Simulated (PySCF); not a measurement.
ClF3H2OSi2, SMILES F[Si](O[SiH2]Cl)(F)F.

Geometry optimised at PBE0-D3(BJ)/def2-SVP. The structure was generated by enumeration, and PubChem lists no compound with its InChIKey, so it may never have been made. Other conformers were not sampled.

Computed with TDA-PBE/def2-SVPD (PySCF 2.14.0).

Vertical excitations. The molecule is in vacuum.

```tsv
state	energy (eV)	λ (nm)	f	main pairs
S1	6.74	184	0.000	HOMO→LUMO 99 %
S2	7.17	173	0.014	HOMO→LUMO+1 98 %
S3	7.34	169	0.035	HOMO−1→LUMO 95 %
S4	7.69	161	0.037	HOMO−1→LUMO+1 94 %
S5	7.74	160	0.003	HOMO−2→LUMO 89 %
S6	7.80	159	0.001	HOMO→LUMO+2 90 %
S7	7.96	156	0.024	HOMO→LUMO+3 91 %
S8	8.11	153	0.007	HOMO−2→LUMO+1 97 %
S9	8.12	153	0.014	HOMO−3→LUMO 97 %
S10	8.26	150	0.006	HOMO−1→LUMO+3 80 %, HOMO−1→LUMO+2 18 %
T1	6.56	189	0	HOMO→LUMO 97 %
T2	6.80	182	0	HOMO→LUMO+1 98 %
T3	7.01	177	0	HOMO−1→LUMO 98 %
T4	7.27	170	0	HOMO−1→LUMO+1 97 %
```
Triplets are in the Tamm–Dancoff approximation.
